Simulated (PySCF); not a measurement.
F4Ge, SMILES [F][Ge]([F])([F])[F] (connectivity only; charge and spin as stated), charge -1, multiplicity 2.

Coordinates come from a PBE-D3(BJ)/def2-SVPD optimisation. The spin state was assumed, not searched. The isomer is the one that the SMILES or the coordinates give; other isomers of the formula were not compared.

Method: PBE-D3(BJ)/def2-SVPD (PySCF).

Frequencies are harmonic and unscaled.

Q: Give all harmonic wavenumbers and intensities. (An estimate is asked for; the answer gives what the named calculation found.)

A: 
```
mode  ν (cm⁻¹)  IR (km/mol)  moving atoms (share of kinetic energy)
----  --------  -----------  --------------------------------------
1          114          7.4                         F 77 %, Ge 23 %
2          120          2.3                                  F 95 %
3          198          0.0                                 F 100 %
4          229         18.5                         F 75 %, Ge 25 %
5          239          5.1                         F 89 %, Ge 11 %
6          433          4.0                                  F 99 %
7          473        235.2                         F 61 %, Ge 39 %
8          566        127.4                         F 75 %, Ge 25 %
9          567         93.2                         F 80 %, Ge 20 %
```
